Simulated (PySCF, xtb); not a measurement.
OSn, SMILES [O]=[Sn] (connectivity only; charge and spin as stated), charge -1, multiplicity 2.

Harmonic wavenumbers (cm⁻¹) from GFN2-xTB (xtb) at its own minimum, in rising order: 568.

### Question
What does PBE-D3(BJ)/def2-TZVPD (PySCF) give at its own minimum? (An estimate is asked for; the answer gives what the named calculation found.)

### Answer
687. Paired by order, the mean absolute difference is 119 cm⁻¹ and the zero-point energies are 0.8 and 1.0 kcal/mol.
